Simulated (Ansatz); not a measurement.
`C[O][In]([CH3])[Cl]` + HBr → `[CH3][In]([Cl])[Br]` + CH₃OH  (ligand exchange at the In–O bond)

Isolated molecules relaxed with PBE0-D4/def2-TZVP in Ansatz; ΔE leaves out vibrations. CCSD(T)/CBS adds triple-zeta CCSD(T) − MP2 to the extrapolated MP2 energy (def2 sets, frozen cores). This one scheme is used for every species. Functionals use def2-TZVPP. def2 core potentials past Kr. For Br, In outer-core shells are correlated without core-valence functions, which leaves a few kJ/mol of doubt a bond. Scalar relativity is left out up to krypton. Each species was taken in one conformer, which may not be the lowest.

| level | ΔE (kJ/mol) |
| --- | --- |
| PBE-D4 | -102.5 |
| ωB97X-V | -106.7 |
| HF/def2-QZVPP | -131.0 |
| HF/CBS(def2) | -130.8 |

(1) What does CCSD(T)/CBS give? (An estimate is asked.)

Largest T1 diagnostic among the species: 0.014.

## Answers

(1) The calculation gave: -105.1 kJ/mol. The listed levels differ from it by 2.6, -1.6, -25.9, -25.7 kJ/mol.

From PBE to PBE0 (25 % exact exchange), in def2-TZVPP and without D4, ΔE moves by −11.2 kJ/mol. In def2-TZVPP, CCSD(T) changes the Hartree–Fock value by +29.4 kJ/mol (the triples alone add +4.2 kJ/mol) and MP2 by +26.8 kJ/mol.
